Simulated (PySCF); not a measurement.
trimethylgallium (C3H9Ga), SMILES [CH3][Ga]([CH3])[CH3]. Atoms are numbered in the order given.

```xyz
13

C     -0.6805     1.7209    -0.6904
Ga    -0.0002     0.0000     0.0002
C      1.3579    -0.0211     1.4341
C     -0.6770    -1.6998    -0.7440
H      0.1516     2.3279    -1.0849
H     -1.1324     2.3066     0.1276
H     -1.4302     1.6034    -1.4863
H      0.9848    -0.5870     2.3040
H      1.6467     0.9844     1.7734
H      2.2657    -0.5437     1.0888
H     -0.4868    -1.7419    -1.8295
H     -1.7709    -1.7615    -0.6171
H     -0.2246    -2.5879    -0.2792
```
Charge 0, spin multiplicity 1.

The structure is a stationary point at PBE0-D3(BJ)/def2-SVP.

These are CAM-B3LYP/def2-TZVP (PySCF) values and carry that method's errors.

| Property | Value |
|---|---|
| total energy | -2044.68246 hartree |
| highest occupied level | -8.79 eV |
| lowest empty level | 0.37 eV |
| orbital gap | 9.16 eV |
| dipole moment | 0.00 D |
| quadrupole, principal values (traceless, Buckingham form, about the centre of nuclear charge) | -2.70, -2.70, 5.40 D·Å |
| mean static polarisability | 65.4 bohr³ (9.70 Å³) |
| polarisability, principal values | 52.3, 72.0, 72.0 bohr³ |
